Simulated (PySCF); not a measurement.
**Atomic charges by several schemes**

C₅H₇NO₂.
Geometry (GFN2-xTB, Å), atoms numbered from 1 in this order:
```
atom  x, y, z in Å
N1     2.1649    0.5175    0.0813
C2     1.4616   -0.1268   -0.8639
O3     1.7682   -0.1839   -2.0319
C4     0.1830   -0.7966   -0.3169
C5    -1.0348   -0.2318   -0.9846
C6    -1.8095    0.3381   -0.0795
C7    -1.1988    0.1846    1.2789
O8    -0.0049   -0.5611    1.0739
H9     1.8592    0.4544    1.0388
H10    3.0412    0.9526   -0.1507
H11    0.2866   -1.8769   -0.4960
H12   -1.1670   -0.2952   -2.0466
H13   -2.7451    0.8417   -0.2281
H14   -1.8499   -0.3658    1.9706
H15   -0.9590    1.1572    1.7328
```

Density: PBE0/pcSseg-1 (PySCF); schemes: Mulliken, IAO, Hirshfeld and ESP-fitted. Isolated species at its GFN2-xTB geometry (one conformer only).

Task: Do the Mulliken, IAO, Hirshfeld and ESP-fitted schemes agree on where the charge is lowest?

Result: The schemes don't all agree: Mulliken O8 (-0.550); IAO O3 (-0.511); Hirshfeld O3 (-0.308); ESP-fitted N1 (-0.761).

Task: At which atom do the 4 schemes differ most?

Result: At N1: from -0.761 (ESP-fitted) to -0.174 e (Hirshfeld), 0.587 e apart.

Task: Do the Mulliken, IAO, Hirshfeld and ESP-fitted schemes agree on where the charge is highest?

Result: All schemes agree: Mulliken C2 (+0.400); IAO C2 (+0.432); Hirshfeld C2 (+0.163); ESP-fitted C2 (+0.560).

Task: What partial charge does each atom carry?

Result: In e:

```csv
atom,environment,Mulliken,IAO,Hirshfeld,ESP-fitted
N1,amide nitrogen,-0.382,-0.503,-0.174,-0.761
C2,amide carbonyl carbon,+0.400,+0.432,+0.163,+0.560
O3,amide oxygen,-0.432,-0.511,-0.308,-0.545
C4,sp3 carbon bound to oxygen,+0.071,+0.028,+0.035,+0.202
C5,alkene CH carbon,-0.093,-0.160,-0.049,-0.214
C6,alkene CH carbon,-0.196,-0.175,-0.053,-0.205
C7,sp3 carbon bound to oxygen,+0.148,-0.058,+0.003,+0.253
O8,cyclic ether oxygen,-0.550,-0.412,-0.138,-0.464
H9,amide N–H hydrogen,+0.216,+0.288,+0.120,+0.350
H10,amide N–H hydrogen,+0.196,+0.285,+0.143,+0.381
H11,methine hydrogen,+0.161,+0.161,+0.049,+0.074
H12,vinylic hydrogen,+0.110,+0.177,+0.063,+0.158
H13,vinylic hydrogen,+0.102,+0.164,+0.060,+0.139
H14,methylene hydrogen,+0.130,+0.146,+0.045,+0.039
H15,methylene hydrogen,+0.121,+0.138,+0.041,+0.032
```

Mean size of the charges over all atoms: ESP-fitted 0.292 e, IAO 0.243 e, Mulliken 0.220 e, Hirshfeld 0.096 e. Each set sums to the total charge, 0, to within 0.001 e. The Hirshfeld scheme divides the density at each point in proportion to the densities of the neutral, spherically averaged free atoms.

Task: Sum the charges by element, for elements with more than one atom.

Result: 
```json
{"element": "C", "atoms": "5", "Mulliken": "+0.330", "IAO": "+0.067", "Hirshfeld": "+0.099", "ESP-fitted": "+0.596"}
{"element": "O", "atoms": "2", "Mulliken": "-0.982", "IAO": "-0.923", "Hirshfeld": "-0.446", "ESP-fitted": "-1.009"}
{"element": "H", "atoms": "7", "Mulliken": "+1.034", "IAO": "+1.360", "Hirshfeld": "+0.521", "ESP-fitted": "+1.174"}
```

Task: How many electrons does the IAO scheme count on O3?

Result: Z − q = 8 − (-0.511) = 8.511.

The run behind these numbers computed NMR shieldings as well. The run took 28 s of wall time (with the writing of density and orbital grids) on Intel Xeon Platinum 8488C, one thread, no GPU, on a shared host, and the process peaked at 0.76 GiB of memory.
